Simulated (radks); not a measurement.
Results of a calculation; reference values are marked as such.
All-electron atom: In I in [Kr] 4d10 5s2 5p1.

Level of theory: scalar-relativistic Kohn-Sham, PBE, spin-polarised, spherical densities, finite nucleus; open shells are filled with parallel spins first (spin-orbit coupling, left out, can overturn this in heavy ions); Fermi nuclear charge, rms radius 4.6156 fm; hard spherical wall at 10 bohr (a radial shooting solver on a logarithmic mesh with Libxc functionals).

Energy parts (eV):
part                       energy
total                 -160043.735
kinetic                166806.252
electron-nucleus      -386976.280
Hartree                 64466.655
exchange-correlation    -4340.362

Orbitals (lengths in bohr, moments of r in powers of bohr):
| orbital | occ. | eigenvalue (eV) | <r^4> | <r> |
|---|---|---|---|---|
| 1s up | 1 | -27752.60 | 3.718e-06 | 0.02971 |
| 1s down | 1 | -27752.59 | 3.718e-06 | 0.02971 |
| 2s up | 1 | -4155.285 | 0.0006514 | 0.1285 |
| 2s down | 1 | -4155.285 | 0.0006514 | 0.1285 |
| 2p up | 3 | -3729.677 | 0.0004679 | 0.1122 |
| 2p down | 3 | -3729.671 | 0.0004680 | 0.1122 |
| 3s up | 1 | -788.3716 | 0.02950 | 0.3486 |
| 3s down | 1 | -788.3640 | 0.02950 | 0.3486 |
| 3p up | 3 | -648.9769 | 0.03133 | 0.3471 |
| 3p down | 3 | -648.9681 | 0.03133 | 0.3471 |
| 3d up | 5 | -432.5522 | 0.02899 | 0.3244 |
| 3d down | 5 | -432.5453 | 0.02899 | 0.3243 |
| 4s up | 1 | -119.4965 | 0.9932 | 0.8481 |
| 4s down | 1 | -119.4824 | 0.9925 | 0.8480 |
| 4p up | 3 | -77.9758 | 1.484 | 0.9220 |
| 4p down | 3 | -77.9587 | 1.481 | 0.9217 |
| 4d up | 5 | -18.4982 | 5.665 | 1.186 |
| 4d down | 5 | -18.4224 | 5.485 | 1.180 |
| 4f up | 0 | 4.5481 | 2199 | 6.429 |
| 4f down | 0 | 5.1852 | 2174 | 6.407 |
| 5s up | 1 | -8.3621 | 102.4 | 2.621 |
| 5s down | 1 | -7.7736 | 100.3 | 2.601 |
| 5p up | 1 | -2.6837 | 367.7 | 3.593 |
| 5p down | 0 | -2.0157 | 373.7 | 3.604 |
| 5d up | 0 | 1.8838 | 1535 | 5.672 |
| 5d down | 0 | 2.5078 | 1521 | 5.665 |
| 6s up | 0 | 0.7192 | 1797 | 5.902 |
| 6s down | 0 | 1.3018 | 1756 | 5.862 |

The highest occupied level is 5p up at -2.684 eV. Summed over all electrons, <r^2> = 57.41 bohr^2, which gives a Langevin (diamagnetic) susceptibility term of -45.5 x 10^-6 cm^3/mol. The density falls to 0.001 e/bohr^3 at r = 4.64 bohr. The pressure on the wall is 0.0241 GPa.
